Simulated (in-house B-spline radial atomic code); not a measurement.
Configurations of Rh⁴⁺, with energies counted from [Kr] 4d5. Level of theory: Dirac-Hartree-Fock, average of configuration, Fermi nucleus of rms radius 4.4945 fm; calculated with an all-electron radial atomic-structure program (B-spline basis). Energies include first-order Breit, QED and recoil terms.

Occupations are held fixed; configurations that lie above the ionisation limit could autoionise.

| configuration | E - E(ref) (eV) | highest orbital | its <r> (bohr) |
| --- | --- | --- | --- |
| [Kr] 4d4 5s1 | 15.228 | 5s1/2 | 2.309 |
| [Kr] 4d4 6s1 | 37.145 | 6s1/2 | 4.326 |
| [Kr] 4d4 7s1 | 46.243 | 7s1/2 | 6.912 |
| [Ar] 3d10 4s2 4p5 4d5 4f1 | 89.717 | 4f5/2 | 2.793 |
| [Ar] 3d10 4s2 4p5 4d5 7f1 | 105.84 | 7f7/2 | 12.04 |
| [Ar] 3d10 4s2 4p5 4d5 8f1 | 107.69 | 8f7/2 | 16.32 |

(1) Order these further configurations by energy, lowest first.
A. [Kr] 4d4 8f1
B. [Kr] 4d4 5f1
C. [Kr] 4d4 4f1
D. [Kr] 4d4 8p1
E. [Kr] 4d4 7g1

(2) How far above the reference does [Ar] 3d10 4s2 4p5 4d5 7s1 lie?

(3) How far above the reference does [Kr] 4d4 8s1 lie?

Results:

(1) C (37.644 eV), B (45.972 eV), D (51.907 eV), E (54.159 eV), A (55.367 eV).

(2) 98.563 eV; its least bound orbital is 7s1/2 with <r> = 6.896 bohr.

(3) 50.97 eV; its least bound orbital is 8s1/2 with <r> = 10.1 bohr.
